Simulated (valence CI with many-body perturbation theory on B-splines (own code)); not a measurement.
Au⁴⁷⁺: electric-dipole lines

Calculated by configuration interaction combined with many-body perturbation theory (CI+MBPT): four valence electrons over a frozen Dirac-Fock core [Ar] 3d10, a basis of 11 s, 11 p, 9 d, 7 f, 5 g, 2 h, 1 i functions for each j, with the one-electron correlation potential Σ1 (screened to all orders), the two-electron term Σ2, the three-electron term Σ3, Breit, model QED; selected single and double excitations, second order for the rest (own B-spline code, finite nucleus).

No measured spectrum was set against this ion. As an estimate, large intervals hold to a few tenths of a per cent, small ones and those within an open d or f shell to about a per cent.

Lines 1 to 50 of 243 in falling wavelength, among levels below 4999.8 × 10³ cm⁻¹, chosen from the strongest by gf and those to the six lowest levels. Wavelengths and rates use the calculated energies. Electric multipoles are in the length gauge, E1 and E2 with the static RPA response of the core. Weak lines are less certain than strong ones. Lines between different terms over intervals too small for the method are left out, as are lines whose strength nearly cancels. The highest levels of a list are the least certain.

Levels are named by their leading jj configuration (3d3/2^4 stands for four electrons in 3d with j = 3/2), which in mixed levels can hold well under half, so a name can repeat and another be missing. Letters in brackets count levels of one name in rising energy.

| λ vac (nm) | Upper | Lower | A (s⁻¹) | log gf | Branch % |
| --- | --- | --- | --- | --- | --- |
| 84.85 | (4s^2 4p3/2^2) J=2 | (4s 4p1/2^2 4p3/2) J=1 | 5.31e+05 | -3.54 | 1.8 |
| 50.05 | (4s^2 4p3/2^2) J=0 | (4s 4p1/2^2 4p3/2) J=1 | 3.37e+06 | -3.90 | 10.0 |
| 40.35 | (4s^2 4p3/2^2) J=2 | (4s 4p1/2^2 4p3/2) J=2 | 2.82e+06 | -3.46 | 9.8 |
| 40.13 | (4s^2 4p1/2 4d3/2) J=2 | (4s^2 4p3/2^2) J=2 | 1.09e+06 | -3.88 | 0.0 |
| 24.19 | (4s^2 4p1/2 4d3/2) J=1 | (4s^2 4p3/2^2) J=2 | 2.32e+07 | -3.21 | 0.0 |
| 18.10 | (4s^2 4p1/2 4d5/2) J=2 | (4s^2 4p3/2^2) J=2 | 1.58e+08 | -2.41 | 0.0 |
| 17.72 | (4s^2 4p1/2 4d5/2) J=3 | (4s^2 4p3/2^2) J=2 | 1.20e+08 | -2.40 | 0.0 |
| 13.79 | (4s 4p1/2 4p3/2 4d3/2) J=3 [a] | (4s^2 4p3/2 4d3/2) J=2 | 3.80e+09 | -1.12 | 2.6 |
| 13.32 | (4s 4p1/2 4p3/2 4d5/2) J=4 [a] | (4s^2 4p3/2 4d5/2) J=4 | 3.40e+09 | -1.09 | 63.1 |
| 13.18 | (4s 4p1/2^2 4d3/2) J=2 | (4s^2 4p1/2 4d3/2) J=1 | 1.01e+10 | -0.88 | 14.9 |
| 12.93 | (4s 4p1/2 4p3/2 4d3/2) J=4 | (4s^2 4p3/2 4d3/2) J=3 | 9.93e+09 | -0.65 | 10.5 |
| 12.52 | (4s 4p1/2 4p3/2^2) J=2 [a] | (4s^2 4p3/2^2) J=2 | 2.19e+09 | -1.59 | 0.5 |
| 12.49 | (4s 4p1/2 4p3/2 4d5/2) J=4 [b] | (4s^2 4p3/2 4d5/2) J=3 | 5.33e+09 | -0.95 | 1.5 |
| 11.92 | (4s 4p1/2 4p3/2 4d3/2) J=2 [b] | (4s^2 4p3/2 4d3/2) J=2 | 1.18e+10 | -0.90 | 1.3 |
| 11.92 | (4s 4p1/2 4p3/2 4d5/2) J=5 | (4s^2 4p3/2 4d5/2) J=4 | 1.77e+10 | -0.38 | 100.0 |
| 11.86 | (4s 4p1/2^2 4p3/2) J=2 | (4s^2 4p1/2 4p3/2) J=2 | 1.32e+10 | -0.86 | 45.4 |
| 11.78 | (4s 4p1/2 4p3/2 4d3/2) J=3 [b] | (4s^2 4p3/2 4d3/2) J=3 | 4.50e+09 | -1.18 | 0.3 |
| 11.67 | (4s 4p1/2 4p3/2 4d3/2) J=1 [b] | (4s^2 4p3/2 4d3/2) J=0 | 1.12e+10 | -1.16 | 0.6 |
| 11.63 | (4s 4p1/2 4p3/2 4d5/2) J=4 [c] | (4s^2 4p3/2 4d5/2) J=3 | 1.20e+10 | -0.66 | 1.2 |
| 11.58 | (4s 4p1/2 4p3/2 4d3/2) J=2 [c] | (4s^2 4p3/2 4d3/2) J=1 | 9.55e+09 | -1.02 | 0.5 |
| 11.53 | (4s 4p1/2^2 4d5/2) J=3 | (4s^2 4p1/2 4d5/2) J=3 | 1.44e+10 | -0.70 | 4.3 |
| 11.52 | (4s 4p1/2 4p3/2 4d3/2) J=3 [b] | (4s^2 4p3/2 4d3/2) J=2 | 4.59e+09 | -1.19 | 0.3 |
| 11.51 | (4s 4p1/2 4p3/2^2) J=3 | (4s^2 4p3/2^2) J=2 | 1.68e+10 | -0.63 | 5.7 |
| 11.50 | (4p1/2^2 4p3/2^2) J=2 | (4s 4p1/2 4p3/2^2) J=1 [b] | 8.40e+09 | -1.08 | 0.8 |
| 11.49 | (4s 4p1/2 4p3/2 4d5/2) J=3 [a] | (4s^2 4p3/2 4d5/2) J=2 | 1.30e+10 | -0.74 | 2.5 |
| 11.38 | (4s 4p1/2^2 4d5/2) J=3 | (4s^2 4p1/2 4d5/2) J=2 | 1.96e+10 | -0.57 | 5.8 |
| 11.35 | (4s 4p1/2^2 4p3/2) J=2 | (4s^2 4p1/2 4p3/2) J=1 | 1.59e+10 | -0.81 | 54.6 |
| 11.34 | (4s 4p1/2 4p3/2 4d3/2) J=1 [c] | (4s^2 4p3/2 4d3/2) J=1 | 1.89e+10 | -0.96 | 1.3 |
| 11.32 | (4p1/2^2 4p3/2^2) J=2 | (4s 4p1/2 4p3/2^2) J=2 [b] | 1.67e+10 | -0.80 | 1.7 |
| 11.22 | (4s 4p1/2^2 4d3/2) J=1 | (4s^2 4p1/2 4d3/2) J=2 | 3.09e+10 | -0.76 | 44.7 |
| 11.20 | (4s 4p1/2 4p3/2 4d5/2) J=1 [c] | (4s^2 4p3/2 4d5/2) J=1 | 1.74e+10 | -1.01 | 1.8 |
| 11.15 | (4s 4p1/2 4p3/2^2) J=1 [a] | (4s^2 4p3/2^2) J=0 | 1.35e+10 | -1.12 | 1.8 |
| 11.09 | (4p1/2^2 4p3/2^2) J=2 | (4s 4p1/2 4p3/2^2) J=1 [a] | 5.26e+09 | -1.31 | 0.5 |
| 11.07 | (4s 4p1/2 4p3/2 4d5/2) J=2 [c] | (4s^2 4p3/2 4d5/2) J=1 | 2.16e+10 | -0.70 | 1.9 |
| 11.07 | (4s 4p1/2 4p3/2 4d3/2) J=3 [c] | (4s^2 4p3/2 4d3/2) J=3 | 1.48e+10 | -0.72 | 1.0 |
| 11.04 | (4s 4p1/2 4p3/2 4d5/2) J=1 [a] | (4s^2 4p3/2 4d5/2) J=2 | 1.33e+10 | -1.14 | 1.3 |
| 10.94 | (4s 4p1/2 4p3/2 4d5/2) J=3 [b] | (4s^2 4p3/2 4d5/2) J=2 | 6.67e+09 | -1.08 | 0.8 |
| 10.84 | (4s 4p1/2 4p3/2 4d3/2) J=3 [c] | (4s^2 4p3/2 4d3/2) J=2 | 3.58e+09 | -1.36 | 0.2 |
| 10.83 | (4s 4p1/2^2 4d3/2) J=2 | (4s^2 4p1/2 4d3/2) J=2 | 2.20e+10 | -0.71 | 32.4 |
| 10.80 | (4s 4p1/2 4p3/2 4d5/2) J=2 [b] | (4s^2 4p3/2 4d5/2) J=2 | 1.88e+10 | -0.78 | 2.7 |
| 10.73 | (4p1/2^2 4p3/2^2) J=0 | (4s 4p1/2 4p3/2^2) J=1 [b] | 3.58e+10 | -1.21 | 4.1 |
| 10.71 | (4s 4p1/2^2 4d5/2) J=2 | (4s^2 4p1/2 4d5/2) J=3 | 3.53e+10 | -0.52 | 10.7 |
| 10.64 | (4s 4p1/2 4p3/2 4d5/2) J=3 [d] | (4s^2 4p3/2 4d5/2) J=3 | 2.11e+10 | -0.60 | 1.5 |
| 10.58 | (4s 4p1/2 4p3/2 4d5/2) J=3 [b] | (4s^2 4p3/2 4d5/2) J=4 | 6.87e+09 | -1.09 | 0.8 |
| 10.58 | (4s 4p1/2^2 4d5/2) J=2 | (4s^2 4p1/2 4d5/2) J=2 | 9.87e+09 | -1.08 | 3.0 |
| 10.41 | (4s 4p1/2 4p3/2 4d5/2) J=4 [b] | (4s^2 4p3/2 4d5/2) J=4 | 1.22e+10 | -0.75 | 3.4 |
| 10.41 | (4s 4p1/2 4p3/2 4d5/2) J=2 [d] | (4s^2 4p3/2 4d5/2) J=3 | 2.77e+10 | -0.65 | 1.6 |
| 10.38 | (4p1/2^2 4p3/2^2) J=0 | (4s 4p1/2 4p3/2^2) J=1 [a] | 6.52e+10 | -0.98 | 7.4 |
| 10.28 | (4s 4p1/2^2 4p3/2) J=1 | (4s^2 4p1/2 4p3/2) J=2 | 4.48e+10 | -0.67 | 7.4 |
| 10.22 | (4s 4p1/2 4p3/2^2) J=1 [a] | (4s^2 4p3/2^2) J=2 | 1.34e+10 | -1.20 | 1.8 |

**Question.** How does gf follow from A for the line at 10.80 nm?

**Answer.** gf = 1.4992 × (2J+1)_upper × A / σ², with σ = 925614 cm⁻¹ and 2J+1 = 5: gf = 0.165.
